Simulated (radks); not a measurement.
All-electron atom: Cl+ in [Ne] 3s2 3p4 (the NIST ground configuration). Calculated with a radial shooting solver on a logarithmic mesh with Libxc functionals: scalar-relativistic Kohn-Sham, BLYP, spin-polarised, spherical densities, finite nucleus; open shells are filled with parallel spins first; Fermi nuclear charge, rms radius 3.3654 fm. Some entries of the table are withheld. Estimate them.

orbital,occ.,eigenvalue (eV),r(max) (bohr)
1s up,1,-2765.930,0.05946
1s down,1,-2765.564,0.05946
2s up,1,(1),0.3616
2s down,1,(2),0.3618
2p up,3,-204.6214,0.3011
2p down,3,-204.1580,0.3014
3s up,1,(3),(4)
3s down,1,(5),(6)
3p up,3,-20.0802,1.381
3p down,1,-18.1211,1.389

Answer. 
(1) 2s up eigenvalue (eV): -265.3802
(2) 2s down eigenvalue (eV): -265.0557
(3) 3s up eigenvalue (eV): -32.8023
(4) 3s up r(max) (bohr): 1.263
(5) 3s down eigenvalue (eV): -30.6602
(6) 3s down r(max) (bohr): 1.263
